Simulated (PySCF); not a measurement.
Structure problem from calculated spectra and properties.

Elements present: C, F, H and N. Monoisotopic mass: 165.0013 u.

- UV, first state: lowest singlet excitation: 5.01 eV (247 nm, f = 0.002) [TDDFT B3LYP/def2-SVPD]
- Triplet: lowest triplet excitation (Tamm–Dancoff): 4.08 eV [TDA B3LYP/def2-SVPD]
- Polarisability: 48.8 au [B3LYP/def2-SVPD]
- NMR, other nuclei: isotropic shieldings of nuclei other than C and H, by class: -106 (1 N), 260 (3 F), 263 (3 F) ppm [GIAO PBE0/pcSseg-1]
- Valence photoelectron: vertical ionisation energy: 11.74 eV [ΔSCF B3LYP/def2-SVPD]
- 1H NMR: chemical shifts (computed TMS as zero) by class: 11.96 (1 H) ppm [GIAO PBE0/pcSseg-1]
- Rotational structure: rotational constants A, B, C: 2.184, 1.051, 0.943 GHz [PBE0-D3(BJ)/def2-SVP]
- 13C NMR: chemical shifts (computed TMS as zero) by class: 164.3 (1 C), 123.4 (1 C), 121.0 (1 C) ppm [GIAO PBE0/pcSseg-1]
- UV, strongest line: among the 10 lowest singlet transitions: S4 at 8.42 eV (147 nm, f = 0.189) [TDDFT B3LYP/def2-SVPD]
- Couplings: largest of the computed one-bond spin–spin couplings (means over like bonds): 19F–13C -347.9 (×3), 19F–13C -346.5 (×3), 15N–1H -51.9 Hz [B3LYP/pcJ-1, spin–dipole term left out for some pairs]

Gas-phase values; electronic properties from PySCF, density fitting. Levels stand in brackets. Isolated species at its PBE0-D3(BJ)/def2-SVP geometry, gas phase. NMR classes are plain means over equivalent atoms (diastereotopic ones count apart unless rotation or inversion swaps them), as if these changed places fast.

Question: Which formula fits the mass and the elements?

Answer: C3HF6N (calculated 165.0013). No other formula that holds each of these elements comes within 0.0003 u with a fitting electron parity and a possible valence count.

Question: Give a SMILES that accounts for the data.

Answer: Numbering: `[NH:1]=[C:2]([C:3]([F:4])([F:5])[F:6])[C:7]([F:8])([F:9])[F:10]`. Its formula, C3HF6N, gives 1 degree of unsaturation: 0 rings and 1 π bond in the structure found. 3 carbons fall into 3 classes; from least to most shielded: imine carbon [C2] (164.3 ppm), CF3 carbon [C3] (123.4 ppm), CF3 carbon [C7] (121.0 ppm). The one hydrogen (11.96 ppm): N–H hydrogen. The other shieldings belong to: -106 ppm, imine nitrogen [N1]; 260 ppm, fluorine of a CF3 group [F4/F5/F6]; 263 ppm, fluorine of a CF3 group [F8/F9/F10]. The couplings run between: -347.9 Hz, fluorine of a CF3 group [F8] and CF3 carbon [C7] (with 2 like pairs); -346.5 Hz, fluorine of a CF3 group [F4] and CF3 carbon [C3] (with 2 like pairs); -51.9 Hz, imine nitrogen [N1] and its hydrogen. S1 is mainly HOMO→LUMO (weight 0.99); the largest Löwdin shares of the orbital it empties are 0.59 on the imine nitrogen, 0.12 on the imine carbon, 0.07 on the N–H hydrogen and 0.06 on a CF3 carbon, of the orbital it fills 0.41 on the imine nitrogen, 0.35 on the imine carbon and 0.04 on a CF3 carbon. By its constants the optimised geometry is an asymmetric top. Structure: transoidal hexafluoroacetone imine (`N=C(C(F)(F)F)C(F)(F)F`). The assignments are read from this structure; whether some other isomer fits the data as well wasn't checked.

The values belong to the conformer `[NH:1]=[C:2]([C:3]([F:4])([F:5])[F:6])[C:7]([F:8])([F:9])[F:10]`: N1–C2–C3–F4 -7°, N1–C2–C7–F8 111°.
